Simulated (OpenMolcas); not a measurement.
An atom or ion with 30 electrons was computed by SS-RASPT2, IPEA 0.25 Eh, imaginary shift 0.1 Eh with spin-orbit coupling (OpenMolcas, ANO-RCC-VTZP, DKH2). The lowest levels that the run gave, each within 12 % of the measured value where one is at hand:

```
J  Parity  E (cm⁻¹)      g
0    even       0.0       
0     odd     72977       
1     odd     73998  1.500
2     odd     76193  1.501
1     odd    112716  1.001
2    even    175538  1.024
0    even    177814       
1    even    179100  1.501
2    even    181463  1.477
```

**Question.** Which ion is it, and what are the configurations and terms?

**Answer.** As IV (Z = 33, charge +3; active space 2 electrons in 9 orbitals (RAS2 4s 4p; RAS3 4d, at most 2 electrons)). J, parity and g give the terms where levels are pure, and mixed ones are named by the computed weights; the size of the splittings, set against known spectra of the 30-electron sequence, gives the charge. In order, with the measured energies in cm⁻¹ (Moore, Atomic Energy Levels, vol. II, NSRDS-NBS 35 (1971 reprint of NBS Circular 467, 1952)): 4s² ¹S₀, 4s 4p ³P°₀, 4s 4p ³P°₁ (76962), 4s 4p ³P°₂ (79492), 4s 4p ¹P°₁ (112022), 4p² ¹D₂, 4p² ³P₀, 4p² ³P₁ (181468), 4p² ³P₂ (184394).

Active for correlation alone: 4d; no level in the range computed is led by a configuration that fills it, so any true level of that kind is missing. Some terms mix strongly with configurations of 4d, whose occupation reaches 0.25 (4p² ¹D). Measured partners are found by configuration, term and J. A level has none where our copy of the source lacks it or the pairing is in doubt (some pairs that miss far off the trend of their configuration count as doubtful), and it then counts in no deviation. Only configurations of the active space appear.

° marks odd parity.
